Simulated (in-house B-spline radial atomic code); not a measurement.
RPA and G0W0 on HSE06: C⁴⁺

Configuration 1s2, mean-field start HSE06. Computed with an all-electron radial atomic-structure program (B-spline basis): all electrons, scalar-relativistic (spin-free one-electron X2C), finite nucleus, each spin shell either full or empty, empty states to l = 9 with an (l + 1/2)⁻⁴ tail; G0W0 by contour deformation at full frequency.

Command:
```bash
python run_gw.py task.json out
```
Settings (radii: box in bohr, nucleus in fm):
```
Z                        6
electrons                2
configuration            1s2
hamiltonian              x2c
method                   hse06
lmax                     9
rms_radius               2.4702
spin_polarised           False
box_radius               11.96
intervals                70
ion_configuration        1s1
```

Time taken, with all properties: 1.4 s on 1 thread of Arm Neoverse V1, on a shared host.

Energies (hartree):

```csv
term,value
mean-field total,-32.37800
Hartree-Fock functional on these orbitals,-32.37395
direct second order,-0.092626
second-order exchange,0.046314
SOSEX correction,0.044346
```

(1) What is the RPA correlation energy, and what remains with SOSEX?

Quasi-particle levels (eV):

| level | occupied | mean field | Σx - vxc | Σc | QP weight | G0W0 |
| --- | --- | --- | --- | --- | --- | --- |
| 1s | yes | -366.20 | -26.36 | ? | ? | ? |
| 2s | no | -68.57 | 4.42 | -0.19 | 0.999 | -64.34 |

G0W0 = mean field + (Σx - vxc) + Σc, with Σc (partial-wave tail included) taken at the quasi-particle energy.

(2) Where does G0W0 put 1s?

(3) What does it cost to remove one electron (to 1s1) by differences of total energies, each species on its own start (correlation terms add to the Hartree-Fock functional)?

## Answers

(1) RPA gives -0.08869 hartree (-1.21 eV per electron); RPA + SOSEX gives -0.044344, and the second-order doubles -0.046312 hartree (no singles). SOSEX takes back 50 % of the RPA value, the self-correlation of each of the two electrons.

(2) At -391.89 eV, with Σc = 0.67 eV and a quasi-particle weight of 0.991. The tabulated removal energy is 392.091 eV (NIST, tabulated theory).

(3) HSE06 391.57 eV, Hartree-Fock functional 390.91 eV, + RPA 392.71 eV, + RPA + SOSEX 392.12 eV, + second order 392.17 eV. Tabulated: 392.091 eV (NIST, tabulated theory).
